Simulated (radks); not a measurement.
Coulomb parameter of the 5d shell of neutral iridium in the model configuration [Xe] 4f14 5d8 6s1, as a second difference U = [E(n + 0.5) + E(n - 0.5) - 2 E(n)] / (0.5)^2 with all orbitals relaxed. "Bare": the charge of the atom changes with n. "Screened": the 6s shell takes up the change at fixed total charge, which measures U(5d,5d) + U(6s,6s) - 2 U(5d,6s). All-electron calculation, Dirac Kohn-Sham, BLYP, spin-unpolarised, spherical densities, point nucleus; open shells are shared between the two j in proportion to 2j + 1. Program: a radial shooting solver on a logarithmic mesh with Libxc functionals.

case                   configuration  E - E(n) (eV)
start              [Xe] 4f14 5d8 6s1          0.000
bare +0.5        [Xe] 4f14 5d8.5 6s1         -1.619
bare -0.5        [Xe] 4f14 5d7.5 6s1          3.822
screened +0.5  [Xe] 4f14 5d8.5 6s0.5          0.208
screened -0.5  [Xe] 4f14 5d7.5 6s1.5          0.011

U(bare) = 8.815 eV, U(screened by 6s) = 0.876 eV. The step up makes a negative ion, whose loosely bound charge lowers the bare value.
